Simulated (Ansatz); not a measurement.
Cost and result for the atomization energy of BrGaH₄N₂, SMILES `[NH2][Ga]([NH2])[Br]` (8 atoms, 7 bonds).

```xyz
8

N    -1.258    1.054    0.173
Ga    0.351    0.269   -0.082
N     0.661   -1.512   -0.033
Br    2.138    1.639   -0.500
H    -2.117    0.534    0.105
H    -1.387    2.020   -0.076
H     0.008   -2.151    0.388
H     1.605   -1.853    0.025
```

The species carries charge 0 and has multiplicity 1. Correlated methods include outer-core shells of Br, Ga, which these sets cover unevenly. Scalar relativity is left out up to krypton. All single points use the PBE0-D4/def2-TZVP geometry. It is one conformer, not always the lowest. Program: Ansatz. All runs use 4 threads of an Arm Neoverse V1 on a shared host. Times are those of one run each, without the atoms' runs, and a repeat can differ threefold. Electronic energies, without spin–orbit coupling; frozen cores. CCSD(T)/CBS adds CCSD(T) − MP2 in def2-TZVPP to the MP2 limit, and its time is that of the two runs behind it. T1 = 0.011. With those shells the extrapolation isn't a true limit. B3LYP takes the VWN-RPA correlation (the form of Gaussian; ORCA's B3LYP/G). HSE06 is the plane-wave form, built on full-range PBE exchange.

CCSD(T)/CBS is a level of theory with its own doubt, some kJ/mol a heavy atom from the limit and from the frozen cores, so smaller differences don't rank the functionals.

```json
{"level": "revPBE-D4/def2-TZVPP", "functions": "214", "wall time": "1.9 s"}
{"level": "BLYP-D4/def2-TZVPP", "functions": "214", "wall time": "1.9 s"}
{"level": "PBE-D4/def2-TZVPP (with forces)", "functions": "214", "wall time": "2.3 s"}
{"level": "BHLYP-D4/def2-TZVPP", "functions": "214", "wall time": "3.3 s"}
{"level": "HSE06-D4/def2-TZVPP", "functions": "214", "wall time": "3.5 s"}
{"level": "r2SCAN-D4/def2-TZVPP (with forces)", "functions": "214", "wall time": "4.3 s"}
{"level": "B3LYP-D4/def2-TZVPP (with forces)", "functions": "214", "wall time": "4.6 s"}
{"level": "PBE-QIDH/def2-TZVPP", "functions": "214", "wall time": "5.5 s"}
{"level": "CCSD(T)/def2-SVP", "functions": "112", "wall time": "8.5 s"}
{"level": "ωB97M-V/def2-TZVPP (with forces)", "functions": "214", "wall time": "12 s"}
{"level": "MP2/def2-QZVPP", "functions": "412", "wall time": "20 s"}
{"level": "CCSD(T)/def2-TZVPP", "functions": "214", "wall time": "2.6 min"}
{"level": "CCSD(T)/CBS(def2)", "functions": "–", "wall time": "3 min"}
```

(1) What atomization energy does each give, and how far from CCSD(T)/CBS? (Estimate.)

Results:

(1) Computed: 
```tsv
level	atomization (kJ/mol)	difference from CCSD(T)/CBS	per bond
revPBE-D4/def2-TZVPP	2471.1	-58.2	-8.3
BLYP-D4/def2-TZVPP	2498.0	-31.3	-4.5
PBE-D4/def2-TZVPP (with forces)	2550.4	21.1	3.0
BHLYP-D4/def2-TZVPP	2414.4	-114.9	-16.4
HSE06-D4/def2-TZVPP	2497.2	-32.1	-4.6
r2SCAN-D4/def2-TZVPP (with forces)	2498.3	-31.0	-4.4
B3LYP-D4/def2-TZVPP (with forces)	2496.8	-32.5	-4.6
PBE-QIDH/def2-TZVPP	2483.6	-45.7	-6.5
CCSD(T)/def2-SVP	2303.1	-226.2	-32.3
ωB97M-V/def2-TZVPP (with forces)	2505.6	-23.7	-3.4
MP2/def2-QZVPP	2542.8	13.5	1.9
CCSD(T)/def2-TZVPP	2441.8	-87.5	-12.5
CCSD(T)/CBS(def2)	2529.3	0.0	0.0
```

In def2-TZVPP, CCSD(T) changes the Hartree–Fock value by +783.8 kJ/mol (the triples alone add +45.8 kJ/mol) and MP2 by +833.0 kJ/mol; breaking electron pairs costs correlation energy, which Hartree–Fock lacks. The D4 term adds +27.9 kJ/mol with B3LYP and +14.7 kJ/mol with PBE0; it sums over pairs of atoms, weighted by their polarisabilities, and B3LYP, whose exchange is more repulsive, gets the larger term. Leaving LDA and LC-ωPBE aside and taking each functional with its dispersion term where it has one, the values spread over 136.0 kJ/mol, from BHLYP-D4 to PBE-D4. LDA lies +364.0 kJ/mol from PBE without D4, its usual overbinding.
